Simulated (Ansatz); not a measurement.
Total energies of AlSi₈PH₁₆, a doped cluster cut from the lattice of silicon (Al and P 4.5 A apart) from Ansatz at PBE-D4/def2-TZVP, gas phase (1 Eh = 27.2114 eV = 2625.5 kJ/mol). The reference geometry is relaxed at PBE-D4/def2-SVP.

Cartesian coordinates in Å:
```
Si 1.5945 0.5229 2.2882
Si -0.3531 -2.6329 0.8618
Si -2.2526 0.7928 1.5334
P 0.2988 2.2872 -0.7063
Si -1.5079 -0.4999 -2.1932
Si 2.1399 -0.7553 -1.4778
Al -0.5365 -0.7500 2.4645
Si 2.0971 1.0454 0.0448
Si 0.1270 -1.9685 -1.3508
Si -1.7991 1.3184 -0.7197
H 2.8736 -0.2056 2.6514
H 1.7086 1.8819 2.9518
H 0.7520 -3.6258 1.1602
H -1.6106 -3.4621 0.6967
H -2.4233 2.1719 2.1410
H -3.6600 0.2533 1.3698
H 0.2319 3.4892 0.0644
H 0.5902 2.8263 -1.9980
H -2.8624 -1.1562 -2.2882
H -1.1531 0.0447 -3.5568
H 3.3292 -1.5899 -1.0737
H 2.4006 -0.2040 -2.8597
H -0.8642 -1.1720 3.9840
H 3.2000 2.0381 -0.2495
H 0.2457 -3.0922 -2.3571
H -2.5660 2.4421 -1.3811
```

```json
{"state": "charge 0 singlet", "geometry": "reference", "energy (Eh)": "-2908.02909"}
{"state": "charge 1 doublet", "geometry": "reference", "energy (Eh)": "-2907.73748"}
{"state": "charge 1 doublet", "geometry": "relaxed at PBE-D4/def2-SVP", "energy (Eh)": "-2907.76236"}
{"state": "charge -1 doublet", "geometry": "reference", "energy (Eh)": "-2908.05451"}
{"state": "charge -1 doublet", "geometry": "relaxed at PBE-D4/def2-SVP", "energy (Eh)": "-2908.08390"}
{"state": "free Si atom (triplet)", "geometry": "–", "energy (Eh)": "-289.22285"}
{"state": "free P atom (quartet)", "geometry": "–", "energy (Eh)": "-341.10299"}
{"state": "free Al atom (doublet)", "geometry": "–", "energy (Eh)": "-242.22759"}
{"state": "free H atom (doublet)", "geometry": "–", "energy (Eh)": "-0.49962"}
```

Single mean-field runs in def2-TZVP are fitted with def2-universal-jkfit.

(1) Work out the vertical ionisation energy to the doublet.

(2) Work out the vertical electron affinity, to the doublet.

(3) Give the fundamental gap IE − EA, the Mulliken electronegativity (IE + EA)/2 and the hardness (IE − EA)/2.

(4) How much does the charge 1 doublet relax, and what is the adiabatic ionisation energy?

(5) How much does the charge -1 doublet relax, and what is the adiabatic electron affinity?

(6) What is the binding energy per atom against free atoms?

(1) E(charge 1 doublet) − E(charge 0 singlet) = -2907.73748 − (-2908.02909) = 0.29161 Eh = 7.94 eV. For comparison, −ε of the highest occupied level is 5.80 eV at this level, 2.14 eV less.

(2) E(charge 0 singlet) − E(charge -1 doublet) = -2908.02909 − (-2908.05451) = 0.02542 Eh = 0.69 eV. The basis lacks diffuse functions, which makes affinities too small.

(3) From the values in Eh: IE − EA = 0.29161 − 0.02542 = 0.26619 Eh = 7.24 eV; (IE + EA)/2 = 4.31 eV; (IE − EA)/2 = 3.62 eV. The HOMO–LUMO gap of the same run is 3.45 eV, 3.79 eV smaller than the fundamental gap.

(4) Relaxation: -2907.73748 − (-2907.76236) = 0.02488 Eh = 0.68 eV. Adiabatic ionisation energy: 0.26673 Eh = 7.26 eV, without zero-point energy. 

(5) Relaxation: -2908.05451 − (-2908.08390) = 0.02939 Eh = 0.80 eV. Adiabatic electron affinity: 0.05481 Eh = 1.49 eV, without zero-point energy. 

(6) Atoms: 8 × (-289.22285) + 1 × (-341.10299) + 1 × (-242.22759) + 16 × (-0.49962) = -2905.10730 Eh. Binding: -2905.10730 − (-2908.02909) = 2.92179 Eh = 79.51 eV, or 3.06 eV for each of 26 atoms (no zero-point energy, no counterpoise term).

At PBE-D4/def2-TZVP the gap within one spin of the charge 1 doublet nearly closes, so an electron or hole may be smeared out by delocalisation error. At PBE-D4/def2-TZVP the highest occupied level of the charge -1 doublet lies above zero (up to 1.10 eV). By energy differences its removal costs 0.69 eV (vertical, to the charge 0 singlet, at PBE-D4/def2-TZVP); self-interaction error and the lack of diffuse functions both raise the level.
